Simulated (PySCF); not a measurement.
# Os: excitation energy

Os [Xe] 4f14 5d6 6s2 (5D) → Os [Xe] 4f14 5d7 6s1 (5F), as a difference of total energies. Calculation: PySCF 2.14, in ANO-RCC-VTZP (8s7p5d3f2g1h, 104 functions); the spin-free X2C one-electron Hamiltonian (Gaussian nucleus). The calculations carry no spin-orbit coupling.

```tsv
method	excitation energy (cm⁻¹)	error (cm⁻¹)
UHF	5451.0	-982
B97-3	5285.1	-1148
revPBE	2895.4	-3538
M06-L	5813.1	-620
```

Reference: 6433.0 cm⁻¹ (measured; NIST levels, between the centres of gravity of the two terms).
